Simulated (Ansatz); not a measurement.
`[OH][Ge]([F])([Cl])[Cl]` and `[OH][Ge]([Cl])([Cl])[Cl]` differ in one atom or group.

Ansatz, PBE0-D4/def2-TZVP geometries, multiplicity 1. Each molecule was computed in one conformer, which needn't be the lowest.

Scalar relativity is left out up to krypton.

```json
{"property": "size of the dipole moment (B3LYP/def2-TZVPP) / D", "`[OH][Ge]([F])([Cl])[Cl]`": "1.56"}
{"property": "HOMO energy (ωB97M-V/def2-TZVPP) / eV", "`[OH][Ge]([F])([Cl])[Cl]`": "-12.07"}
{"property": "size of the dipole moment (ωB97M-V/def2-TZVPP) / D", "`[OH][Ge]([F])([Cl])[Cl]`": "1.56"}
{"property": "HOMO–LUMO gap (ωB97M-V/def2-TZVPP) / eV", "`[OH][Ge]([F])([Cl])[Cl]`": "12.70"}
{"property": "ideal-gas entropy at 298 K and 1 bar (rigid rotor, harmonic PBE0-D4/def2-TZVP) / J/(mol·K)", "`[OH][Ge]([F])([Cl])[Cl]`": "361"}
{"property": "HOMO–LUMO gap (PBE/def2-TZVPP) / eV", "`[OH][Ge]([F])([Cl])[Cl]`": "5.75"}
```

Question: Give the same properties after the change, and the shifts. (Best estimate.)

Answer: The calculation gave: 
```json
{"property": "size of the dipole moment (B3LYP/def2-TZVPP) / D", "`[OH][Ge]([Cl])([Cl])[Cl]`": "1.41", "shift": "-0.15"}
{"property": "HOMO energy (ωB97M-V/def2-TZVPP) / eV", "`[OH][Ge]([Cl])([Cl])[Cl]`": "-11.77", "shift": "0.30"}
{"property": "size of the dipole moment (ωB97M-V/def2-TZVPP) / D", "`[OH][Ge]([Cl])([Cl])[Cl]`": "1.41", "shift": "-0.15"}
{"property": "HOMO–LUMO gap (ωB97M-V/def2-TZVPP) / eV", "`[OH][Ge]([Cl])([Cl])[Cl]`": "12.18", "shift": "-0.52"}
{"property": "ideal-gas entropy at 298 K and 1 bar (rigid rotor, harmonic PBE0-D4/def2-TZVP) / J/(mol·K)", "`[OH][Ge]([Cl])([Cl])[Cl]`": "372", "shift": "11"}
{"property": "HOMO–LUMO gap (PBE/def2-TZVPP) / eV", "`[OH][Ge]([Cl])([Cl])[Cl]`": "5.31", "shift": "-0.44"}
```

With PBE0 the HOMO rises by 0.30 eV and the LUMO falls by 0.22 eV, so the gap narrows by about 0.52 eV. PBE moves the HOMO by 0.25 eV and ωB97M-V by 0.30 eV. Dipoles are sizes alone; their direction can turn.

B3LYP here is the variant with VWN-RPA as its local correlation; programs differ in this.
